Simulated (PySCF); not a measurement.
Run record: geometry optimisation, `C[C](=O)[GeH2][NH2]`.

Computed with PBE0-D3(BJ)/def2-SVP geometry optimisation, gas phase (PySCF 2.14.0). Start geometry: GFN2-xTB. A driver script takes a list of jobs; this job's settings line and coordinates (Å) are shown.

Command:
```bash
OMP_NUM_THREADS=1 python probes_run.py task.json out
```

Input:
```
{"job": {"xc": "PBE0", "basis": "def2-SVP", "d3": "d3bj", "grid": 1, "shake": 0.01, "kind": "geom"}, "charge": 0, "multiplicity": 1}
C     -1.631460     0.282080     0.793230
C     -0.992710    -0.657330    -0.146800
O     -1.599210    -1.341490    -0.945540
Ge     1.053940    -0.718560    -0.043230
N      1.578760     0.979850    -0.360650
H     -1.417300     0.017790     1.808210
H     -1.212790     1.293390     0.625940
H     -2.714740     0.337130     0.641790
H      1.563530    -1.011530     1.355810
H      1.548940    -1.763830    -0.996670
H      1.287380     1.391740    -1.221640
H      2.575350     1.162490    -0.225330
```

Output:
```
step   0  E = -2286.47875921  max force = 0.022370
step   1  E = -2286.48245217  max force = 0.005789
step   2  E = -2286.48278194  max force = 0.005760
step   3  E = -2286.48295738  max force = 0.002769
step   4  E = -2286.48306982  max force = 0.000757
step   5  E = -2286.48313000  max force = 0.000533
step   6  E = -2286.48319194  max force = 0.000851
step   7  E = -2286.48325031  max force = 0.001255
step   8  E = -2286.48334506  max force = 0.001407
step   9  E = -2286.48342391  max force = 0.000792
step  10  E = -2286.48348592  max force = 0.000510
step  11  E = -2286.48350805  max force = 0.000338
step  12  E = -2286.48354126  max force = 0.000520
step  13  E = -2286.48355655  max force = 0.000275
step  14  E = -2286.48357603  max force = 0.000534
step  15  E = -2286.48358452  max force = 0.000686
step  16  E = -2286.48359735  max force = 0.000292
optimisation converged
```

Energies in Eh; «max force» is the largest Cartesian gradient component in Eh/bohr.

Question: Give the first gradient maximum in eV/Å.

Answer: With 1 Eh/bohr = 51.422 eV/Å, 1.150 eV/Å.

Question: How much energy does the optimisation release, in kJ/mol?

Answer: E(step 0) − E(last step) = 0.004838 Eh, which is 12.7 kJ/mol.

In short: final energy -2286.48360 Eh after 16 steps; dipole 3.05 D.

Question: Give the final coordinates.

Answer: 0.427 Å rms from the input after alignment:
```
atom  x, y, z in Å
C1    -1.6419    0.3082    0.7467
C2    -0.9148   -0.8639    0.1502
O3    -1.4502   -1.9166   -0.0987
Ge4    1.0526   -0.6752   -0.2125
N5     1.4595    1.1202   -0.3101
H6    -1.2655    0.4779    1.7696
H7    -1.4141    1.2283    0.1870
H8    -2.7230    0.1122    0.7757
H9     1.8473   -1.2385    0.9807
H10    1.3746   -1.4799   -1.4901
H11    1.3204    1.5428   -1.2241
H12    2.3941    1.3591    0.0103
```

Hardware: Arm Neoverse N1, one thread, shared host. Cost: 3.1 min of wall time, 0.49 GiB resident at most.
Labels such as C1 count atoms from 1, the log's own numbers from 0.
